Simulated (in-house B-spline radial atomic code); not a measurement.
# RPA and G0W0 on wB97X: Mg II (Mg+)

Configuration [Ne] 3s1, highest spin, mean-field start wB97X. Computed with a B-spline radial code for spherical atoms: all electrons, non-relativistic, point nucleus, each spin shell either full or empty, empty states to l = 9 with an (l + 1/2)⁻⁴ tail; G0W0 by contour deformation at full frequency.

RPA overbinds a lone outer s electron by self-correlation, and G0W0 tends to as well.

Command:
```bash
python run_gw.py task.json out
```
Settings (radii: box in bohr, nucleus in fm):
```
Z                        12
electrons                11
configuration            [Ne] 3s1
hamiltonian              nr
method                   wb97x
lmax                     9
spin_polarised           True
box_radius               23.78
intervals                49
ion_configuration        [He] 2s2 2p6
```

Run time, properties included: 3 s on 1 thread of Arm Neoverse N1 (shared host).

Energies (hartree):

```json
{"term": "mean-field total", "value": "-199.78802"}
{"term": "Hartree-Fock functional on these orbitals", "value": "-199.36701"}
{"term": "direct second order", "value": "-0.68573"}
{"term": "second-order exchange", "value": "0.24958"}
{"term": "SOSEX correction", "value": "0.22777"}
```

(1) What is the RPA correlation energy, and what remains with SOSEX?

Quasi-particle levels (eV):

| level | occupied | mean field | Σx - vxc | Σc | QP weight | G0W0 |
| --- | --- | --- | --- | --- | --- | --- |
| 3s up | yes | -14.532 | -0.23 | ? | ? | ? |
| 2p down | yes | -61.84 | -9.01 | 3.00 | 0.863 | -67.86 |
| 2p up | yes | -61.92 | -9.10 | 3.03 | 0.861 | -67.99 |
| 3p up | no | -4.818 | 0.24 | -0.48 | 0.972 | -5.057 |

G0W0 = mean field + (Σx - vxc) + Σc, with Σc (partial-wave tail included) taken at the quasi-particle energy. Only the outer levels were computed. Levels of low weight are left out.

(2) Where does G0W0 put 3s up?

(3) What does it cost to remove one electron (to [He] 2s2 2p6) by differences of total energies, each species on its own start (correlation terms add to the Hartree-Fock functional)?

Answers

(1) RPA gives -0.60334 hartree (-1.49 eV per electron); RPA + SOSEX gives -0.37556, and the second-order doubles -0.43615 hartree (no singles). SOSEX takes back 38 % of the RPA value.

(2) At -15.489 eV, with Σc = -0.73 eV and a quasi-particle weight of 0.968. The tabulated removal energy is 15.035 eV (NIST, measured); the calculation leaves out relativity, Breit and QED terms, and what these don't explain is the method's own error.

(3) wB97X 14.615 eV, Hartree-Fock functional 14.694 eV, + RPA 15.337 eV, + RPA + SOSEX 14.954 eV, + second order 15.039 eV. Tabulated: 15.035 eV (NIST, measured); the calculation leaves out relativity, Breit and QED terms, and what these don't explain is the method's own error.
